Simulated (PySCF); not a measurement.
# Energy and ionisation energy along a bond of BFO

All numbers below are calculated, not measured. The program is PySCF 2.14.0, an open-source quantum chemistry code, run on an isolated molecule that a program drew, which may never have been made. The molecule is BFO (charge 0, singlet), drawn as the SMILES string `O=BF`.

The structure below is the HF double-zeta minimum with every atom moved a little at random, so it isn't optimised. Bond B2-F3 is then set to each length in the table by shifting atom 3 along it, with nothing else relaxed.
```xyz
3
BFO, angstrom
O    -0.2584   -0.4036   -2.0617
B     0.4292   -0.1270   -2.9776
F     1.2041    0.2180   -3.9127
```

E is the energy above the same method's energy at the HF double-zeta minimum. IE is the energy to remove one electron at fixed geometry, to the doublet state of charge +1, as a difference of total energies. The basis family is cc-pVnZ, with UHF for radicals and no spin-orbit coupling. Best is HF at quadruple zeta, plus MP2 correlation extrapolated from triple and quadruple zeta, plus CCSD(T) minus MP2 at triple zeta, with a frozen core. The other columns are at triple zeta.

```
bond (Å)  E B3LYP (kcal/mol)  E wB97X (kcal/mol)  E CCSD(T) (kcal/mol)  E best (kcal/mol)  IE B3LYP (eV)  IE wB97X (eV)  IE CCSD(T) (eV)  IE best (eV)     T1
  1.1245               23.90               23.97                 24.91              23.27         13.125         13.021           13.082        13.301  0.014
  1.2625                1.06                1.05                  1.28               1.05         13.588         13.502           13.576        13.793  0.015
  1.3275                1.50                1.48                  1.53               1.67         13.772         13.700           13.777        13.995  0.015
  1.4145                   ?                   ?                     ?                  ?              ?              ?                ?             ?      ?
  1.4395               10.90               10.91                 10.81              11.26         14.034         14.000           14.078        14.298  0.016
  1.4975               18.29               18.34                 18.21              18.69         14.140         14.135           14.211        14.433  0.017
```

T1 is the CCSD diagnostic of the starting molecule.

**Estimate the best E and IE at 1.4145 Å from the other rows.**

A least-squares cubic in the inverse of the bond length through the other values of E best gives 8.46 kcal/mol there. A least-squares quadratic in the bond length through IE best gives 14.235 eV. The calculation gives 8.47 kcal/mol and 14.235 eV, so the fits miss by 0.01 kcal/mol and 0.000 eV. The same recipe one zeta lower moves these two values by 0.83 kcal/mol and 0.09 eV, a gauge of their own error. The rest of the row: E is 8.14 (B3LYP), 8.13 (wB97X), 8.06 (CCSD(T)); IE is 13.982 (B3LYP), 13.938 (wB97X), 14.016 (CCSD(T)); T1 is 0.016.
